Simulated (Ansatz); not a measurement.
CH$_{4}$FNSi (`F[SiH]1CN1`), 8 atoms. Charge 0, multiplicity 1. All runs use 2 threads of an Arm Neoverse V2 on a shared host. Correlated methods freeze the cores.

Question: Give the basis size and wall time and peak host memory of each of these runs in Ansatz. RKS ωB97M-V/def2-QZVPP energy; RKS ωB97M-V/def2-SVP energy; RKS PBE0-D4/def2-TZVP relaxation (9 steps); RKS r2SCAN0-D4/def2-TZVPP energy; RHF-CCSD(T)/def2-SVP energy; RKS PBE0-D4/def2-TZVP frequencies; RKS B2PLYP (frozen core)/def2-TZVPP energy; RKS BHLYP-D4/def2-TZVPP energy; RHF-CCSD(T)/def2-TZVPP energy; RKS LC-ωPBE/def2-TZVPP energy; RHF-MP2/def2-QZVPP energy; direct RPA on PBE orbitals/def2-TZVPP energy. (An estimate is asked.)

Answer: Computed: Other jobs shared the machine, so times are rough.

```tsv
level	job	functions	wall time	peak host memory (GiB)
RHF-CCSD(T)/def2-SVP	energy	80	1.9 s	0.36
RKS LC-ωPBE/def2-TZVPP	energy	191	2 s	0.36
RKS BHLYP-D4/def2-TZVPP	energy	191	2.1 s	0.36
RKS ωB97M-V/def2-SVP	energy	80	3.5 s	0.36
direct RPA on PBE orbitals/def2-TZVPP	energy	191	3.7 s	0.36
RKS B2PLYP (frozen core)/def2-TZVPP	energy	191	3.7 s	0.39
RKS r2SCAN0-D4/def2-TZVPP	energy	191	4.1 s	0.41
RHF-MP2/def2-QZVPP	energy	361	13 s	1.5
RKS ωB97M-V/def2-QZVPP	energy	361	14 s	1.1
RKS PBE0-D4/def2-TZVP	relaxation (9 steps)	154	24 s	0.3
RHF-CCSD(T)/def2-TZVPP	energy	191	45 s	2.1
RKS PBE0-D4/def2-TZVP	frequencies	154	79 s	0.36
```

LC-ωPBE has ω = 0.4 bohr⁻¹.
